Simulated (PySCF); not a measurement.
C4H5FN2.
Numbering: `[CH3:1][n:2]1[cH:3][c:4]([F:5])[cH:6][n:7]1` (hydrogens: H8, H9, H10 on C1; H11 on C3; H12 on C6)

Linear response at wB97X-D/def2-SVPD (PySCF, frozen core in the response, non-relativistic). Isolated species at its PBE0-D3(BJ)/def2-SVP geometry, gas phase.

Static isotropic polarisability: 60.04 au (8.90 Å³), principal values 41.6, 62.7, 75.8 au.

Question: What is the polarisability at 1064 nm and at the sodium D line?

Answer: 60.56 au at 1064 nm (+0.9 %), 61.80 au at 589.3 nm (+2.9 %). The rise at 589.3 nm is 3.40 times that at 1064 nm; a pure ω² law gives 3.26. The lowest singlet lies at 194 nm, shorter than both wavelengths.

Question: What is the isotropic C6 coefficient between two such molecules, C6 = (3/π)∫α(iω)² dω?

Answer: 1574 au (Eh·bohr⁶) by a ten-point quadrature over imaginary frequencies, which is 941 eV·Å⁶ or 90.8 J·nm⁶/mol.

Question: Which effective excitation energy ω̄ makes London's formula C6 = (3/4)α²ω̄ exact here?

Answer: ω̄ = 4·C6/(3α²) = 0.582 Eh = 15.8 eV. A one-pole form α(ω) = α/(1 − ω²/ω̄²) fitted to the 1064 nm value gives 12.6 eV.

Question: How anisotropic is the static polarisability, by Δα² = ½[(α1 − α2)² + (α2 − α3)² + (α3 − α1)²]?

Answer: Δα = 29.9 au, or 0.50 of the isotropic value.

Question: What molar refraction at the D line follows from R = (4π/3)·N_A·α′, with α′ the polarisability volume?

Answer: α′ = 9.16 Å³ gives R = 23.10 cm³/mol, for isolated, non-vibrating species.

Question: The lowest 6 singlets have (eV, f): 6.40, 0.137; 6.94, 0.006; 6.97, 0.095; 7.12, 0.040; 7.46, 0.000; 7.55, 0.003. What share of the static polarisability do they carry in the sum over states α = Σ f/ω²?

Answer: 4.65 au, 7.7 % of α; the largest term, 2.48 au, is that of the state at 6.40 eV. Their oscillator strengths add up to 0.28. Higher states carry the rest.

The run took 30 s of wall time (with the writing of density and orbital grids) on one thread, Intel Xeon Platinum 8488C (x86_64), no GPU, on a shared host, and the process peaked at 0.79 GiB of memory. This is the whole response run at wB97X-D/def2-SVPD, SCF included.

wB97X-D is run here without its empirical dispersion term; that term would change no orbital, density or response property at a fixed geometry.
